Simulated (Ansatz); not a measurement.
Consider the homolysis of the F–Ge bond: `C[O][Ge]([OH])([F])[Cl]` → F• + `C[O][Ge]([OH])[Cl]`•.

Isolated molecules relaxed with PBE0-D4/def2-TZVP in Ansatz; ΔE leaves out vibrations. CCSD(T)/CBS adds triple-zeta CCSD(T) − MP2 to the extrapolated MP2 energy (def2 sets, frozen cores). This one scheme is used for every species, atoms too. Open shells (•) are unrestricted, without spin–orbit coupling. Spin–orbit coupling would lower the free atoms: a little for F. For Ge outer-core shells are correlated without core-valence functions, so the limit isn't a true one: a few kJ/mol of doubt a bond, and 10 to 20 or more in all where bonds break to atoms. Scalar relativity is left out up to krypton. One conformer a species, not always the lowest.

| species | SCS-MP2/def2-QZVPP energy (Eh) |
| --- | --- |
| `C[O][Ge]([OH])([F])[Cl]` | -2826.20391 |
| F• | -99.63553 |
| `C[O][Ge]([OH])[Cl]`• | -2726.35154 |

(1) Work out ΔE.

Largest T1 diagnostic among the species: 0.015.

Answers

(1) ΔE = (-99.63553) + (-2726.35154) − (-2826.20391) = 0.21684 Eh = +569.3 kJ/mol. CCSD(T)/CBS gives +555.5 kJ/mol.

From PBE to PBE0 (25 % exact exchange), in def2-TZVPP and without D4, ΔE moves by −6.0 kJ/mol: exact exchange takes away binding that semilocal exchange gives to molecules. The D4 term adds +5.3 kJ/mol with B3LYP and +2.9 kJ/mol with PBE0; it sums over pairs of atoms, weighted by their polarisabilities, and B3LYP, whose exchange is more repulsive, gets the larger term. In def2-TZVPP, CCSD(T) changes the Hartree–Fock value by +142.9 kJ/mol (the triples alone add +8.1 kJ/mol) and MP2 by +175.0 kJ/mol; breaking electron pairs costs correlation energy, which Hartree–Fock lacks.

B3LYP here is the variant with VWN-RPA as its local correlation; programs differ in this.
